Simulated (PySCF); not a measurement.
## Working out the ionisation energy of Hg

Hg [Xe] 4f14 5d10 6s2 (1S) → Hg⁺ [Xe] 4f14 5d10 6s1 (2S). All numbers are calculated (PySCF 2.14, scalar relativity through the core potential, in def2-TZVPPD with the def2 core potential (60 electrons) (6s6p3d2f1g, 62 functions)). Frozen: nothing. Energies in hartree (1 hartree = 27.21139 eV):

```
            part   Hg (lower)  Hg⁺ (upper)
             UHF  -152.554328  -152.241965
CCSD correlation    -0.609953    -0.551483
             (T)    -0.020612    -0.015442
```

Problem. What does Hartree-Fock give?

Solution. (-152.241965) − (-152.554328) = 0.312363 hartree = 8.500 eV.

Problem. What do CCSD and CCSD(T) give?

Solution. The CCSD correlation energies differ by 0.058470 hartree = 1.591 eV and the triples by 0.005170 hartree = 0.141 eV, so CCSD gives 10.091 eV and CCSD(T) 10.232 eV.

Measured between the centres of the two terms (NIST): 10.438 eV, so CCSD(T) (valence and next inner shell) is off by -0.206 eV.

What remains against the reference includes basis incompleteness and higher excitations.
